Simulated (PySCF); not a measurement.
# Vibration and rotation of MoO⁺

ROHF-CCSD(T) constants of MoO⁺, ⁴Σ⁻ (quartet), unpaired electrons σ ↑, δ ↑↑ (PySCF, scalar-relativistic core potentials, basis sets Mo def2-TZVPPD with ECP28, O def2-TZVPPD; masses 97.9054 and 15.9949 u):

| Item | Value |
| --- | --- |
| ωe | 1016.5 cm⁻¹ |
| ωexe | 4.84 cm⁻¹ |
| Be | 0.45573 cm⁻¹ |
| αe | 0.00264 cm⁻¹ |
| De to Mo⁺ (4d5) + O | 4.98 eV |

(1) What force constant and bond length do these constants imply?

(2) Estimate the centrifugal constant D from the Kratzer relation and find the Dunham coefficient a1.

Correlated steps freeze 1 core orbital. Spin–orbit coupling is left out, which matters for elements this heavy, above all for dissociation energies. For an ion De counts to the pair picked by the measured ionisation energies or electron affinities, which need not be the lowest pair at this level. The CCSD T1 diagnostic is raised, a sign that a single reference may not be enough here. With d or f electrons several states lie close, and the lowest PBE0 determinant need not be the measured ground state.

Results:

(1) Reduced mass μred = 13.749 u; k = 5.8918×10⁻⁷·μred·ωe² (u, cm⁻¹, mdyn/Å) = 8.37 mdyn/Å; Re = √(16.8576/(μred·Be)) (u, cm⁻¹, Å) = 1.640 Å.

(2) D = 4Be³/ωe² = 3.66e-07 cm⁻¹; a1 = −1 − αeωe/(6Be²) = -3.15.
